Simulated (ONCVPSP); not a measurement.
# bismuth (Bi), ONCV: configuration errors across variants

ONCVPSP 4.0.1 input, shortened (lines: element, Z, core and valence counts, functional; n l f; lmax; l rc ep ncon nbas qcut; lloc lpopt rc5 dvloc0; l nproj debl; icmod fcfact rcfact), revPBE, scalar-relativistic:

```
  Bi 83.00   10    5  -102130      upf
    1    0    2.00
    2    0    2.00
    2    1    6.00
    3    0    2.00
    3    1    6.00
    3    2   10.00
    4    0    2.00
    4    1    6.00
    4    2   10.00
    4    3   14.00
    5    0    2.00
    5    1    6.00
    5    2   10.00
    6    0    2.00
    6    1    3.00
    2
    0    1.60    0.00    4    9    6.00
    1    1.85    0.00    3    7    7.00
    2    1.70    0.00    4    8   10.40
    4    2    1.05    0.00
    0    2    0.50
    1    2    3.70
    2    2    1.10
    0    0.00    0.00
```

All-electron excitation energies from the reference (eV): (1) 5s2 5p6 5d10 6s2 6p2 7.842; (2) 5s2 5p6 5d10 6s2 6p1 22.990; (3) 5s2 5p6 5d10 6s2 6p0 46.198; (4) 5s2 5p5 5d10 6s2 6p3 103.171.

Errors AE − PS in meV (a dash: test not solved or not reliable):

```json
{"change": "base", "(1)": "-3.4", "(2)": "-11", "(3)": "-23", "(4)": "-171", "bound ghosts": "none", "GHOST(+) flags above zero": "none"}
{"change": "s: qcut 3.6", "(1)": "-3.4", "(2)": "-11", "(3)": "-22", "(4)": "-166", "bound ghosts": "none", "GHOST(+) flags above zero": "none"}
{"change": "s: qcut 4.7", "(1)": "-3.4", "(2)": "-11", "(3)": "-22", "(4)": "-168", "bound ghosts": "none", "GHOST(+) flags above zero": "none"}
{"change": "s: qcut 5.9", "(1)": "-3.4", "(2)": "-11", "(3)": "-23", "(4)": "-171", "bound ghosts": "none", "GHOST(+) flags above zero": "none"}
{"change": "s: qcut 7.1", "(1)": "-3.4", "(2)": "-11", "(3)": "-23", "(4)": "-174", "bound ghosts": "none", "GHOST(+) flags above zero": "none"}
{"change": "s: qcut 7.6", "(1)": "-3.4", "(2)": "-11", "(3)": "-23", "(4)": "-176", "bound ghosts": "none", "GHOST(+) flags above zero": "none"}
```

**Question.** Give the same row for: s: qcut 8.9.

**Answer.** -3.4, -11, -23, -179; bound ghosts: none; GHOST(+) flags above zero: none.
